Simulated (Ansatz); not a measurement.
C$_{3}$H$_{6}$Zn, 10 atoms. The species carries charge 0 and has multiplicity 1. For Zn the d shell is correlated and the shells below it are frozen. Scalar relativity is left out up to krypton. The bonds changed during the relaxation, so this is another structure than the one it started from. All runs use 4 threads of an Arm Neoverse V1 on a shared host. Correlated methods freeze the cores.

Question: How many basis functions does each run have, and how long does it take in Ansatz? RKS B3LYP-D4/def2-TZVPP energy and forces; RKS ωB97X-V/def2-TZVPP energy; RKS PBE0-D4/def2-SVP energy; RHF-MP2 with 3s3p of Cu, Zn/def2-QZVPP energy; RKS PBE0-D4/def2-TZVP frequencies; RHF-CCSD(T) with 3s3p of Cu, Zn/def2-TZVPP energy; RHF-CCSD(T) with 3s3p of Cu, Zn/def2-SVP energy; RKS ωB97M-V/def2-SVP energy; direct RPA on PBE orbitals with 3s3p of Cu, Zn/def2-TZVPP energy; RKS r2SCANh-D4/def2-TZVPP energy; RKS PBE-D4/def2-TZVPP energy and forces; RKS PBE0-D4/def2-QZVPP energy. (Best estimate.)

Answer: Ansatz gave: Other jobs shared the machine, so times are rough.

```tsv
level	job	functions	wall time	peak host memory (GiB)
RKS PBE0-D4/def2-SVP	energy	103	1.1 s	0.2
RKS PBE-D4/def2-TZVPP	energy and forces	241	2.4 s	0.29
RHF-CCSD(T) with 3s3p of Cu, Zn/def2-SVP	energy	103	3.9 s	0.44
RKS B3LYP-D4/def2-TZVPP	energy and forces	241	4.4 s	0.65
RKS ωB97M-V/def2-SVP	energy	103	4.5 s	0.31
RKS r2SCANh-D4/def2-TZVPP	energy	241	4.9 s	0.6
direct RPA on PBE orbitals with 3s3p of Cu, Zn/def2-TZVPP	energy	241	7 s	0.59
RKS PBE0-D4/def2-QZVPP	energy	451	7.5 s	1.5
RKS ωB97X-V/def2-TZVPP	energy	241	7.5 s	0.71
RHF-MP2 with 3s3p of Cu, Zn/def2-QZVPP	energy	451	20 s	2.5
RHF-CCSD(T) with 3s3p of Cu, Zn/def2-TZVPP	energy	241	110 s	4.6
RKS PBE0-D4/def2-TZVP	frequencies	177	2 min	0.44
```

B3LYP here is the variant with VWN-RPA as its local correlation; programs differ in this.
